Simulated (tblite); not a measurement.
Species: C4H9BF2O.
Atom-mapped SMILES: `[CH3:1][CH2:2][O:3][C@H:4]([CH3:5])[B:6]([F:7])[F:8]` (hydrogens: H9, H10, H11 on C1; H12, H13 on C2; H14 on C4; H15, H16, H17 on C5)

Computed with GFN2-xTB (tblite), gas phase: L-BFGS steps from a force-field or distance-geometry start until the largest atomic force falls under 0.01 eV/Å.

Step 16: E = -761.9554 eV
```
atom  x, y, z in Å  |  force x, y, z in eV/Å
C1     -2.6463   -0.0538    0.0778   -0.013   0.019   0.003
C2     -1.2541   -0.6647    0.0475   -0.045  -0.016   0.003
O3     -0.3253    0.3351   -0.3257    0.001  -0.047   0.022
C4      1.0439   -0.0712   -0.2321    0.015  -0.026  -0.021
C5      1.6379    0.2990    1.1399   -0.014  -0.005   0.002
B6      1.8507    0.6172   -1.4399   -0.019   0.005   0.026
F7      2.4639   -0.0905   -2.3662   -0.009   0.002   0.015
F8      1.9750    1.9121   -1.5896   -0.007   0.031   0.004
H9     -2.6873    0.7401    0.8176    0.007   0.020  -0.002
H10    -3.3799   -0.8150    0.3311    0.026  -0.002   0.000
H11    -2.8906    0.3657   -0.8937    0.025   0.006  -0.003
H12    -1.0071   -1.0785    1.0363    0.020   0.035  -0.011
H13    -1.2231   -1.4883   -0.6841    0.026  -0.005   0.014
H14     1.0921   -1.1643   -0.3465    0.014  -0.024  -0.013
H15     2.6766   -0.0164    1.1926    0.003   0.015  -0.022
H16     1.5800    1.3735    1.2854    0.014   0.020  -0.020
H17     1.0866   -0.1880    1.9396   -0.046  -0.027   0.001
```

Step 17: E = -761.9558 eV
```
atom  x, y, z in Å  |  force x, y, z in eV/Å
C1     -2.6461   -0.0530    0.0779   -0.006   0.015   0.001
C2     -1.2557   -0.6673    0.0490   -0.019  -0.011   0.002
O3     -0.3268    0.3316   -0.3278    0.028  -0.052   0.025
C4      1.0437   -0.0714   -0.2330    0.021  -0.025  -0.012
C5      1.6376    0.2995    1.1403   -0.026  -0.016  -0.015
B6      1.8505    0.6186   -1.4401   -0.019   0.016   0.019
F7      2.4646   -0.0879   -2.3670   -0.013   0.004   0.023
F8      1.9742    1.9138   -1.5895   -0.008   0.022   0.007
H9     -2.6848    0.7413    0.8171    0.003   0.026  -0.001
H10    -3.3819   -0.8116    0.3304    0.015  -0.012   0.006
H11    -2.8872    0.3658   -0.8945    0.019   0.014  -0.009
H12    -1.0081   -1.0780    1.0389    0.018   0.032  -0.010
H13    -1.2251   -1.4930   -0.6802    0.023  -0.005   0.015
H14     1.0970   -1.1648   -0.3492    0.000  -0.008  -0.001
H15     2.6766   -0.0176    1.1925   -0.023   0.025  -0.018
H16     1.5803    1.3747    1.2868    0.014  -0.010  -0.027
H17     1.0841   -0.1887    1.9385   -0.028  -0.014  -0.006
```

Step 18: E = -761.9563 eV
```
atom  x, y, z in Å  |  force x, y, z in eV/Å
C1     -2.6460   -0.0520    0.0779    0.005   0.007  -0.001
C2     -1.2575   -0.6697    0.0504    0.017  -0.002   0.002
O3     -0.3277    0.3275   -0.3291    0.040  -0.036   0.015
C4      1.0439   -0.0723   -0.2339    0.017  -0.021   0.002
C5      1.6369    0.2997    1.1405   -0.029  -0.023  -0.025
B6      1.8500    0.6202   -1.4400   -0.015   0.024   0.008
F7      2.4649   -0.0855   -2.3671   -0.015   0.007   0.027
F8      1.9732    1.9157   -1.5891   -0.011   0.010   0.011
H9     -2.6825    0.7428    0.8166   -0.001   0.026  -0.003
H10    -3.3833   -0.8089    0.3299    0.003  -0.015   0.009
H11    -2.8837    0.3662   -0.8953    0.012   0.019  -0.011
H12    -1.0085   -1.0768    1.0409    0.012   0.021   0.001
H13    -1.2264   -1.4971   -0.6766    0.014  -0.009   0.013
H14     1.1014   -1.1656   -0.3517   -0.009   0.001   0.007
H15     2.6762   -0.0181    1.1920   -0.040   0.027  -0.009
H16     1.5809    1.3756    1.2874    0.008  -0.036  -0.032
H17     1.0812   -0.1896    1.9372   -0.009   0.001  -0.015
```

**Question.** Estimate the geometry and energy of step 19. (The exact step hangs on the optimiser's Hessian estimate; all steps are aligned on step 18, rigid shifts and turns removed.)

**Answer.** E = -761.9567 eV, largest force 0.061 eV/Å
```
atom  x, y, z in Å  |  force x, y, z in eV/Å
C1     -2.6458   -0.0509    0.0780    0.018  -0.002  -0.004
C2     -1.2589   -0.6721    0.0518    0.046   0.007   0.003
O3     -0.3279    0.3229   -0.3302    0.036  -0.005  -0.004
C4      1.0445   -0.0735   -0.2349    0.006  -0.014   0.012
C5      1.6357    0.2994    1.1402   -0.024  -0.025  -0.026
B6      1.8491    0.6221   -1.4397   -0.008   0.026  -0.001
F7      2.4649   -0.0832   -2.3666   -0.013   0.010   0.024
F8      1.9720    1.9178   -1.5884   -0.014   0.002   0.015
H9     -2.6803    0.7448    0.8161   -0.004   0.019  -0.008
H10    -3.3845   -0.8065    0.3296   -0.002  -0.010   0.010
H11    -2.8801    0.3670   -0.8962    0.004   0.020  -0.008
H12    -1.0087   -1.0753    1.0430    0.005   0.006   0.017
H13    -1.2273   -1.5013   -0.6729    0.004  -0.013   0.012
H14     1.1055   -1.1664   -0.3541   -0.013  -0.001   0.012
H15     2.6750   -0.0181    1.1913   -0.041   0.020   0.000
H16     1.5817    1.3757    1.2873   -0.004  -0.050  -0.035
H17     1.0781   -0.1905    1.9357    0.006   0.011  -0.019
```

The energy changes by -0.0004 eV. The first-order estimate −F·Δx gives -0.0006 eV and the mean of the old and new forces, exact on a quadratic surface, -0.0004 eV. The step makes an angle of 69° with the force vector and moves no atom by more than 0.006 Å.

What follows is the cost of the whole relaxation. Hardware: an Arm Neoverse V1 with one thread, no GPU, on a shared host. Cost: 0.95 s.
